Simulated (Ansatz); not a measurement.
Species: sum formula H₃BO (charge 0, singlet). SMILES: OB
Structure (B3LYP-D3(BJ)/def2-TZVP (Ansatz, a first-principles code) minimum search):
```xyz
5

B     -0.7100     0.0755    -0.0345
O      0.6342     0.0146     0.0881
H     -1.3022    -0.7421    -0.6782
H     -1.2599     0.9729     0.5246
H      1.0388    -0.7247    -0.3785
```

Property: vertical ionisation energy (to the doublet state of charge +1; each state is the SCF solution reached for its spin), in eV. Correlated levels leave the core frozen unless marked. UHF or UKS for open shells. No spin-orbit coupling. Non-relativistic. CBS marks a two-point X^-3 extrapolation of the correlation energy; Hartree-Fock from the larger set.

| level | program | vertical ionisation energy (eV) |
|---|---|---|
| HF/def2-SVPD | Ansatz | 11.70 |
| HF/def2-QZVPPD | Ansatz | 11.64 |
| MP2/def2-SVPD | Ansatz | 12.00 |
| RI-MP2/aug-cc-pVTZ | Ansatz | 12.10 |

### Question
Estimate the value at CCSD(T)/CBS(def2-TZVPPD,def2-QZVPPD) as computed with Ansatz.

### Answer
12.16 eV
